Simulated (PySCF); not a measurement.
Species: Ge(SMe)Me3, C4H12GeS.
Bonds: Ge1–S2, Ge1–C7, Ge1–C11, Ge1–C15, S2–C3. Hydrogens: H4, H5, H6 on C3; H8, H9, H10 on C7; H12, H13, H14 on C11; H16, H17, H18 on C15.

Method: PBE0-D3(BJ)/def2-SVP geometry optimisation, gas phase in PySCF 2.14.0; density fitting, grid level 1; the optimiser is geomeTRIC in internal coordinates, started from a GFN2-xTB structure with every atom displaced at random (about 0.03 Å).

Step 0: E = -71668.7886 eV
```
atom  x, y, z in Å  |  force x, y, z in eV/Å
Ge1    -0.1785   -0.4496   -0.2225   -1.236   1.652  -0.697
S2     -0.2019   -0.4428    2.0061   -0.051  -0.244   0.013
C3      0.7054    1.0814    2.3338    3.501  -1.039  -0.937
H4      1.8621    1.0137    1.9257   -2.811   0.263   0.780
H5      0.8217    1.1455    3.4081   -0.121   0.150   0.604
H6      0.2346    1.9675    1.9519   -0.416   0.707  -0.376
C7      1.6554   -0.3766   -0.9511   -0.437   1.067   2.869
H8      2.1697    0.5926   -0.7722   -0.326  -0.362   0.144
H9      1.5962   -0.5102   -1.9678   -0.069  -0.577  -3.008
H10     2.2031   -1.1753   -0.4718    0.531  -0.467   0.111
C11    -1.2181    1.2695   -0.8134    0.345  -1.368   0.498
H12    -1.3312    1.2365   -1.8927   -0.297  -0.236  -0.589
H13    -0.6979    2.2016   -0.6467    0.652   0.466   0.451
H14    -2.2086    1.3708   -0.3316    0.188  -0.323  -0.099
C15    -1.2315   -2.0407   -0.7971    0.004   2.621   0.377
H16    -2.2187   -1.9772   -0.3505   -0.343  -0.111   0.283
H17    -0.6898   -2.8656   -0.4681    0.912  -2.107   0.635
H18    -1.3285   -2.0244   -1.8626   -0.026  -0.094  -1.061
```

Task: Estimate the geometry and energy of step 1. (The exact step hangs on the optimiser's Hessian estimate; all steps are aligned on step 0, rigid shifts and turns removed.)

Result: E = -71669.4688 eV, largest force 0.401 eV/Å
```
atom  x, y, z in Å  |  force x, y, z in eV/Å
Ge1    -0.2049   -0.4002   -0.2348   -0.160   0.147  -0.053
S2     -0.1925   -0.4387    1.9985   -0.007  -0.199   0.041
C3      0.7191    1.0893    2.3319    0.217   0.087   0.113
H4      1.7358    1.0615    1.9234    0.121  -0.056  -0.159
H5      0.8335    1.1734    3.4223   -0.177   0.068  -0.011
H6      0.2069    1.9786    1.9391   -0.073   0.024   0.091
C7      1.6094   -0.3693   -0.9577   -0.140  -0.144   0.153
H8      2.0994    0.5907   -0.7501    0.036   0.039   0.019
H9      1.5637   -0.5132   -2.0473    0.080  -0.038  -0.010
H10     2.1901   -1.1793   -0.4933    0.091   0.013  -0.117
C11    -1.1561    1.2033   -0.7965    0.081   0.215  -0.220
H12    -1.3015    1.1619   -1.8900   -0.082   0.039   0.077
H13    -0.5840    2.1204   -0.5781   -0.043  -0.089   0.036
H14    -2.1333    1.2700   -0.2988   -0.027  -0.011  -0.029
C15    -1.2183   -1.9719   -0.7949    0.280   0.249   0.141
H16    -2.2154   -1.9194   -0.3390   -0.046  -0.141   0.008
H17    -0.6898   -2.8777   -0.4673   -0.149  -0.104  -0.067
H18    -1.3184   -1.9623   -1.8896   -0.003  -0.098  -0.013
```

The energy changes by -0.6802 eV. The first-order estimate −F·Δx gives -1.2996 eV and the mean of the old and new forces, exact on a quadratic surface, -0.6461 eV. The step makes an angle of 61° with the force vector and moves no atom by more than 0.156 Å.

What follows is the cost of the whole optimisation. Time: 67 s of wall time; peak memory 0.69 GiB. Hardware: an Intel Xeon 6975P-C with one thread, no GPU (shared host).
